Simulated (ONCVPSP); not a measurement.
# An all-electron radial function and its pseudo partner (cobalt (Co))

Columns: radius, all-electron u(r) and pseudo u(r) of the 3d shell (level -8.10 eV) of cobalt in the configuration [Ne] 3s2 3p6 3d7 4s2; BLYP, scalar-relativistic, ONCV scheme, ONCVPSP 4.0.1.

| r (bohr) | all-electron | pseudo |
| --- | --- | --- |
| 0.055 | 0.0197 | 0.0047 |
| 0.110 | 0.1006 | 0.0351 |
| 0.165 | 0.2283 | 0.1083 |
| 0.220 | 0.3740 | 0.2281 |
| 0.275 | 0.5160 | 0.3830 |
| 0.330 | 0.6418 | 0.5519 |
| 0.385 | 0.7455 | 0.7108 |
| 0.440 | 0.8260 | 0.8399 |
| 0.495 | 0.8845 | 0.9288 |
| 0.550 | 0.9229 | 0.9769 |
| 0.605 | 0.9443 | 0.9921 |
| 0.660 | 0.9516 | 0.9850 |
| 0.715 | 0.9477 | 0.9660 |
| 0.770 | 0.9353 | 0.9425 |
| 0.825 | 0.9165 | 0.9180 |
| 0.880 | 0.8931 | 0.8932 |
| 0.935 | 0.8666 | 0.8666 |
| 0.990 | 0.8379 | 0.8379 |
| 1.045 | 0.8080 | 0.8080 |
| 1.100 | 0.7775 | 0.7775 |
| 1.155 | 0.7469 | 0.7469 |
| 1.210 | 0.7165 | 0.7165 |
| 1.265 | 0.6866 | 0.6866 |
| 1.320 | 0.6573 | 0.6573 |
| 1.375 | 0.6289 | 0.6289 |
| 1.430 | 0.6014 | 0.6014 |

Q: How many radial nodes do the two functions have?

A: The all-electron 3d function has n − l − 1 = 0; the pseudo-wave has 0.

Q: At about which radius was the pseudo-wave matched?

A: 0.90 bohr, where the columns begin to agree (steps of 0.06 bohr).

Q: Is the pseudo-wave norm-conserving?

A: Yes: the ONCV scheme keeps the norm inside the radius equal to the all-electron one, which fixes the energy derivative of the logarithmic derivative at the level.
